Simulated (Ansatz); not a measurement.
The cluster Ir4. The state is a singlet with charge 0. Geometry r2SCAN-D4/def2-SVP.

```xyz
4

Ir    0.472   -0.149    0.221
Ir   -1.984    0.048   -0.408
Ir   -0.285    1.400   -1.316
Ir    1.797   -1.300    1.503
```

In the def2 sets Ir takes a core potential; there is no spin–orbit coupling. HSE06 is defined as in plane-wave codes, on full-range PBE exchange. The restricted singlet is unstable towards broken spin symmetry in Hartree–Fock (as tested in another run); at HF/def2-TZVP, PBE-D4/def2-TZVP, r2SCAN-D4/def2-TZVP, PBE0-D4/def2-TZVP and others this wasn't settled. At PBE-D4/def2-TZVP an occupied level of the charge 0 singlet lies above an empty one (by up to 0.07 eV), so this SCF solution is probably not the lowest. No other spin state of charge 0 was run. Another isomer (quintet) lies 1.68 eV lower at PBE0-D4/def2-TZVP; other spin states weren't run for this one.

Estimate the orbital energies around the gap (eV) in Ansatz with HF/def2-TZVP, PBE-D4/def2-TZVP, r2SCAN-D4/def2-TZVP, PBE0-D4/def2-TZVP, HSE06-D4/def2-TZVP.


| orbital | HF/def2-TZVP | PBE-D4/def2-TZVP | r2SCAN-D4/def2-TZVP | PBE0-D4/def2-TZVP | HSE06-D4/def2-TZVP |
| --- | --- | --- | --- | --- | --- |
| HOMO−5 | -9.06 | -5.73 | -5.88 | -6.51 | -6.12 |
| HOMO−4 | -9.01 | -5.50 | -5.58 | -6.49 | -6.11 |
| HOMO−3 | -8.83 | -5.38 | -5.57 | -6.32 | -5.93 |
| HOMO−2 | -8.43 | -5.04 | -5.23 | -6.24 | -5.86 |
| HOMO−1 | -8.40 | -4.96 | -5.15 | -5.82 | -5.46 |
| HOMO | -6.73 | -4.82 | -4.95 | -5.80 | -5.42 |
| LUMO | -0.06 | -4.89 | -4.90 | -4.01 | -4.41 |
| LUMO+1 | 0.41 | -4.80 | -4.82 | -3.75 | -4.13 |
| LUMO+2 | 0.96 | -4.37 | -4.32 | -3.34 | -3.72 |
| LUMO+3 | 1.05 | -4.03 | -3.89 | -3.24 | -3.61 |
| LUMO+4 | 1.21 | -3.72 | -3.60 | -2.77 | -3.14 |
| LUMO+5 | 1.31 | -2.65 | -2.44 | -1.82 | -2.16 |
